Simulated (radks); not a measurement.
Coherent X-ray form factor from a spherical all-electron density. Calculated with a radial shooting solver on a logarithmic mesh with Libxc functionals: scalar-relativistic Kohn-Sham, TASK exchange with Perdew-Wang LDA correlation, spin-polarised, spherical densities, finite nucleus; meta-GGA in the generalised Kohn-Sham scheme; Fermi nuclear charge, rms radius of each element as measured or else 0.836 A^(1/3) + 0.57 fm.

sin(theta)/lambda (1/angstrom),f0 (electrons)
0.05,78.293
0.1,76.287
0.15,73.286
0.2,69.672
0.25,65.802
0.3,61.943
0.4,54.848
0.5,48.893
0.6,43.980
0.8,36.275
1,30.225
1.25,24.263
1.5,19.982
2,15.239

The species is in the configuration that NIST lists as its ground one. Which atom or ion scatters so?

Answer. The lead ion Pb3+, [Xe] 4f14 5d10 6s1. Extrapolating in s^2 from the first two rows gives f0(0) = 79.0, near the electron count 79; among species with that count, the fall with angle is slower the higher Z, and the table is that of Z = 82; from so few rows the species is fixed only to a neighbour or two.
